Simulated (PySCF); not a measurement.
# What a mistake does to a calculation on CGeH7Si

Calculated results; nothing here was measured. They come from PySCF 2.14.0, an open-source quantum chemistry program, on an isolated molecule that a program drew, which may never have been made. The molecule is CGeH7Si (charge 0, doublet), drawn as the SMILES string `C[SiH][GeH3]`.

Each row is a Hartree-Fock (HF) and frozen-core CCSD(T) single point in the cc-pV(D+d)Z basis, meant for a local HF minimum. Run 1 is clean. Each other run has one planted mistake out of seven kinds, and not every kind appears here: one electron removed, one electron added, multiplicity raised by two, geometry at a saddle point, minimal basis STO-3G, one bond length entered in bohr, all coordinates scaled. The reference is restricted for singlets and unrestricted otherwise, and also for a bond in bohr. Adding or removing an electron swaps singlet and doublet. Electrons count all cores. HOMO and LUMO are orbital energies over both spins, the gradient is its largest component, and the lowest frequency (negative if imaginary) is given only where the gradient is small. Bond lengths are over the 9 bonds as drawn. T1 is the CCSD diagnostic: over 0.02 (restricted) or 0.045 (unrestricted) a single reference is doubtful. Germanium has the cc-pVDZ-PP basis, with a core potential (ECP10MDF) in place of its 10 inner electrons, and its 3s, 3p and 3d shells are frozen in CCSD(T).

Geometry of the clean run:
```xyz
10
CGeH7Si, angstrom
C     2.9554    1.7158   -2.4551
Si    1.6520    0.5766   -1.6892
Ge    1.0716    1.1577    0.5706
H     2.5789    2.7405   -2.5305
H     3.8660    1.7302   -1.8516
H     3.2178    1.3765   -3.4602
H     0.4368    0.5374   -2.5454
H     2.3091    1.0649    1.4737
H     0.0092    0.1919    1.1087
H     0.5179    2.5875    0.6790
```

```
run  electrons  basis functions  <S^2>  HOMO (eV)  LUMO (eV)  gradient (hartree/bohr)  lowest frequency (cm^-1)  mean bond (Å)  longest bond (Å)      T1  HF (hartree)  CCSD(T) (hartree)                 mistake
  1         59               95  0.756      -8.47       1.41                  2.2e-05                        85         1.5188             2.404  0.0119    -624.22373         -624.62424                no fault
  2         58               95  0.000     -16.48      -6.41                  6.5e-02                         -         1.5188             2.404  0.0137    -623.94962         -624.34258    one electron removed
  3         60               95  0.000      -0.56       8.45                  6.1e-02                         -         1.5188             2.404  0.0111    -624.20544         -624.63812      one electron added
  4         59               95  0.756      -8.39       1.54                  2.2e-02                         -         1.4763             2.337  0.0117    -624.21706         -624.61487  all coordinates scaled
  5         59               95  1.615      -8.51       1.03                  5.8e-03                         -         1.6704             2.898  0.0420    -624.12322         -624.51079                       ?
  6         59               95  3.761      -3.42      -2.02                  3.8e-02                         -         1.5188             2.404  0.0250    -623.98133         -624.37747                       ?
```

**Which mistake was planted in run 5, and what did it cost?**

The mean bond changes by a factor of 1.100 and the longest by 1.205, so the molecule wasn't scaled as a whole. A length L in bohr read as angstrom grows by (1/0.5292 - 1) L = 0.890 L. The 9 bonds together grew by 9 x 0.1516 = 1.364 Å, which gives L = 1.534 Å. That is the length of one of the Ge-H bonds, 1.533 Å in the clean geometry. So the mistake is: one bond length entered in bohr. Subtracting run 1 and multiplying by 627.51 kcal/mol a hartree, the energy moved by 63.1 kcal/mol in HF and 71.2 kcal/mol in CCSD(T).

**Which mistake was planted in run 6, and what did it cost?**

Electrons, basis and geometry are unchanged, and <S^2> is 3.761, beside S(S+1) = 3.75 for a multiplicity of 4. So the mistake is: multiplicity raised by two. Subtracting run 1 and multiplying by 627.51 kcal/mol a hartree, the energy moved by 152.1 kcal/mol in HF and 154.9 kcal/mol in CCSD(T).

